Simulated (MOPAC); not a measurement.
MOPAC input (MNDO):

```
MNDO PRECISE GNORM=0.05 LET XYZ UHF MS=0.5 GEO-OK AUX(PRECISION=9) THREADS=1
C3H2F3

F     2.63514600 1    0.26894200 1    0.14483900 1
C     1.41433700 1   -0.29099800 1    0.21315900 1
C     0.31582600 1    0.47213500 1   -0.11947900 1
C    -0.97167400 1    0.02872400 1   -0.09319000 1
F    -2.01942800 1    0.76769200 1   -0.41391000 1
F    -1.33106000 1   -1.19629800 1    0.25670900 1
H     1.41926100 1   -1.32074400 1    0.53390400 1
H     0.46788900 1    1.49854600 1   -0.42557400 1
```

Output:

```
 *******************************************************************************
 **                                                                           **
 **                              MOPAC v23.2.5                                **
 **                                                                           **
 *******************************************************************************
 ** MOPAC's Digital Object Identifier: https://doi.org/10.5281/zenodo.6511958 **
 **                                                                           **
 ** Please cite the open-source release paper for use of this MOPAC version:  **
 ** J. E. Moussa and J. J. P. Stewart (2026)                                  **
 ** MOPAC: An open-source semiempirical molecular orbital program             **
 ** J. Open Source Softw., 11(119), 8025, https://doi.org/10.21105/joss.08025 **
 *******************************************************************************

                              MNDO CALCULATION RESULTS

 *******************************************************************************
 *  MNDO       - The MNDO Hamiltonian to be used
 *  GEO-OK     - OVERRIDE INTERATOMIC DISTANCE AND OTHER SAFETY CHECKS
 *  UHF        - UNRESTRICTED HARTREE-FOCK CALCULATION
 *  MS=        - IN MECI, MAGNETIC COMPONENT OF SPIN =  0.5
 *  LET        - OVERRIDE SOME SAFETY CHECKS
 *  PRECISE    - TIGHTER CRITERIA TO BE USED
 *  XYZ        - CARTESIAN COORDINATE SYSTEM TO BE USED
 *  GNORM      - EXIT WHEN GRADIENT NORM DROPS BELOW 0.050
 *  AUX        - OUTPUT AUXILIARY INFORMATION
 *******************************************************************************
MNDO PRECISE GNORM=0.05 LET XYZ UHF MS=0.5 GEO-OK AUX(PRECISION=9) THREADS=1
 C3H2F3

   ATOM   CHEMICAL          X               Y               Z
  NUMBER   SYMBOL      (ANGSTROMS)     (ANGSTROMS)     (ANGSTROMS)

     1       F          2.63514600  *   0.26894200  *   0.14483900  *
     2       C          1.41433700  *  -0.29099800  *   0.21315900  *
     3       C          0.31582600  *   0.47213500  *  -0.11947900  *
     4       C         -0.97167400  *   0.02872400  *  -0.09319000  *
     5       F         -2.01942800  *   0.76769200  *  -0.41391000  *
     6       F         -1.33106000  *  -1.19629800  *   0.25670900  *
     7       H          1.41926100  *  -1.32074400  *   0.53390400  *
     8       H          0.46788900  *   1.49854600  *  -0.42557400  *

          CARTESIAN COORDINATES

    NO.       ATOM           X           Y           Z

     1         F          2.6351      0.2689      0.1448
     2         C          1.4143     -0.2910      0.2132
     3         C          0.3158      0.4721     -0.1195
     4         C         -0.9717      0.0287     -0.0932
     5         F         -2.0194      0.7677     -0.4139
     6         F         -1.3311     -1.1963      0.2567
     7         H          1.4193     -1.3207      0.5339
     8         H          0.4679      1.4985     -0.4256

  H: (MNDO): M.J.S. DEWAR, W. THIEL, J. AM. CHEM. SOC., 99, 4899, (1977)
  C: (MNDO): M.J.S. DEWAR, W. THIEL, J. AM. CHEM. SOC., 99, 4899, (1977)
  F: (MNDO): M.J.S. DEWAR, H.S. RZEPA, J. AM. CHEM. SOC., 100, 777, (1978)

           Empirical Formula: C3 H2 F3  =     8 atoms

      MOLECULAR POINT GROUP   :   Cs

          UHF CALCULATION, NO. OF ALPHA ELECTRONS =   18
                           NO. OF BETA  ELECTRONS =   17

          Geometry optimization using EF

          DIAGONAL MATRIX USED AS START HESSIAN

 CYCLE:     1  GRAD.:   134.863 HEAT: -124.5148
 CYCLE:     2  GRAD.:   681.596 HEAT: -84.82846
 CYCLE:     3  GRAD.:   242.007 HEAT: -110.7747
 CYCLE:     4  GRAD.:   299.927 HEAT: -112.2855
 CYCLE:     5  GRAD.:   278.117 HEAT: -115.1055
 CYCLE:     6  GRAD.:   301.224 HEAT: -112.2641
 CYCLE:     7  GRAD.:   245.380 HEAT: -113.6711
 CYCLE:     8  GRAD.:   277.499 HEAT: -112.7734
 CYCLE:     9  GRAD.:   237.680 HEAT: -118.8398
 CYCLE:    10  GRAD.:   412.815 HEAT: -104.9656
 CYCLE:    11  GRAD.:   299.163 HEAT: -105.3085
 CYCLE:    12  GRAD.:   199.250 HEAT: -120.0067
 CYCLE:    13  GRAD.:   394.330 HEAT: -108.2840
 CYCLE:    14  GRAD.:    47.592 HEAT: -128.2482
 CYCLE:    15  GRAD.:   128.663 HEAT: -125.0242
 CYCLE:    16  GRAD.:    11.640 HEAT: -129.1068
 CYCLE:    17  GRAD.:     8.065 HEAT: -129.1311
 CYCLE:    18  GRAD.:     0.537 HEAT: -129.1467
 CYCLE:    19  GRAD.:     0.664 HEAT: -129.1470
 CYCLE:    20  GRAD.:     0.280 HEAT: -129.1474
 CYCLE:    21  GRAD.:     0.317 HEAT: -129.1476
 CYCLE:    22  GRAD.:     0.145 HEAT: -129.1477
 CYCLE:    23  GRAD.:     0.054 HEAT: -129.1477
 CYCLE:    24  GRAD.:     0.014 HEAT: -129.1477

     GRADIENT =  0.01446 IS LESS THAN CUTOFF =  0.05000

 -------------------------------------------------------------------------------
 MNDO PRECISE GNORM=0.05 LET XYZ UHF MS=0.5 GEO-OK AUX(PRECISION=9) THREADS=1
 C3H2F3

     GEOMETRY OPTIMISED USING EIGENVECTOR FOLLOWING (EF).
     SCF FIELD WAS ACHIEVED

                              MNDO CALCULATION
                                                       MOPAC v23.2.5 Linux

          FINAL HEAT OF FORMATION =       -129.14772 KCAL/MOL =    -540.35406 KJ/MOL

          COSMO AREA              =        113.11 SQUARE ANGSTROMS
          COSMO VOLUME            =         96.86 CUBIC ANGSTROMS

          GRADIENT NORM           =          0.01446          =       0.00511 PER ATOM
          IONIZATION POTENTIAL    =          9.665521 EV
          ALPHA SOMO LUMO (EV)    =         -9.666  0.072
          BETA  SOMO LUMO (EV)    =        -11.545 -0.455
          NO. OF ALPHA ELECTRONS  =         18
          NO. OF BETA  ELECTRONS  =         17
          MOLECULAR WEIGHT        =         95.0440         POINT GROUP:  Cs

          MOLECULAR DIMENSIONS (Angstroms)

            Atom       Atom       Distance
            F     5    F     1     4.78333
            H     8    F     6     3.04199
            H     8    H     7     0.00000

          SCF CALCULATIONS        =         25

   ATOM   CHEMICAL          X               Y               Z
  NUMBER   SYMBOL      (ANGSTROMS)     (ANGSTROMS)     (ANGSTROMS)

     1       F          2.67490600  *   0.25589331  *   0.15234572  *
     2       C          1.47105630  *  -0.26830868  *   0.21101921  *
     3       C          0.33543680  *   0.49822692  *  -0.12589473  *
     4       C         -1.00320784  *   0.01387925  *  -0.09130679  *
     5       F         -2.04973977  *   0.74732716  *  -0.41020351  *
     6       F         -1.37932711  *  -1.20051808  *   0.25383643  *
     7       H          1.43660967  *  -1.31441772  *   0.53344058  *
     8       H          0.46443611  *   1.53845832  *  -0.43828898  *

                             CARTESIAN COORDINATES

   1    F        2.674905996     0.255893308     0.152345717
   2    C        1.471056300    -0.268308682     0.211019213
   3    C        0.335436796     0.498226921    -0.125894725
   4    C       -1.003207839     0.013879252    -0.091306791
   5    F       -2.049739766     0.747327163    -0.410203507
   6    F       -1.379327110    -1.200518083     0.253836431
   7    H        1.436609671    -1.314417723     0.533440577
   8    H        0.464436109     1.538458319    -0.438288980

           Empirical Formula: C3 H2 F3  =     8 atoms

      MOLECULAR POINT GROUP   :   Cs

          ALPHA EIGENVALUES
 -50.30011 -47.85077 -44.82231 -34.71482 -25.70487 -21.91376 -19.64763 -19.34637
 -18.69506 -18.23795 -17.46480 -16.88070 -16.57436 -16.08968 -15.14570 -13.99147
 -11.71256  -9.66552   0.07187   2.53328   3.01023   3.28680   4.19556   4.56797
   4.87557   5.13886

           BETA EIGENVALUES
 -49.86721 -47.45933 -44.62201 -34.92567 -24.88534 -21.71081 -19.57278 -19.24507
 -18.14533 -18.01130 -16.88368 -16.73257 -16.06447 -15.93844 -15.14211 -13.98587
 -11.54497  -0.45464   0.89341   2.85108   3.18205   3.74193   4.23543   4.92241
   5.12689   5.42677

              NET ATOMIC CHARGES AND DIPOLE CONTRIBUTIONS

  ATOM NO.   TYPE          CHARGE      No. of ELECS.   s-Pop       p-Pop
    1          F          -0.164039        7.1640     1.87369     5.29035
    2          C           0.116329        3.8837     1.20801     2.67566
    3          C          -0.088973        4.0890     1.19930     2.88968
    4          C           0.257267        3.7427     1.15324     2.58949
    5          F          -0.158116        7.1581     1.87635     5.28177
    6          F          -0.161718        7.1617     1.87637     5.28535
    7          H           0.096950        0.9031     0.90305
    8          H           0.102301        0.8977     0.89770
 DIPOLE           X         Y         Z       TOTAL
 POINT-CHG.     0.857    -0.038     0.086     0.862
 HYBRID        -0.165    -0.039    -0.002     0.170
 SUM            0.691    -0.077     0.084     0.701

          ATOMIC ORBITAL ELECTRON POPULATIONS

     Atom    s        px        py        pz
    1  F   1.87369   1.48428   1.88199   1.92409
    2  C   1.20801   0.74646   0.90878   1.02042
    3  C   1.19930   0.85116   0.96747   1.07105
    4  C   1.15324   0.80668   0.71955   1.06327
    5  F   1.87635   1.60056   1.78161   1.89960
    6  F   1.87637   1.92202   1.46864   1.89469
    7  H   0.90305
    8  H   0.89770

                    (SZ)    =    0.500000
                    (S**2)  =    1.041142

          ATOMIC ORBITAL SPIN POPULATIONS

    Atom   Total    s     px     py     pz
         Atomic
    1  F  0.0519  0.003 -0.016  0.004  0.061
    2  C  0.7750  0.043  0.030  0.092  0.609
    3  C -0.6652 -0.040 -0.061 -0.085 -0.479
    4  C  0.7589  0.047  0.032  0.073  0.607
    5  F  0.0435  0.003 -0.010 -0.003  0.054
    6  F  0.0433  0.003  0.001 -0.012  0.052
    7  H -0.0390 -0.039
    8  H  0.0315  0.032

 **********************
 *                    *
 * JOB ENDED NORMALLY *
 *                    *
 **********************

 == MOPAC DONE ==
```

The geometry given is a B3LYP-D3(BJ)/def2-TZVP minimum.

The determinant is spin-contaminated: <S^2> is 1.04 against 0.75 for a pure state.
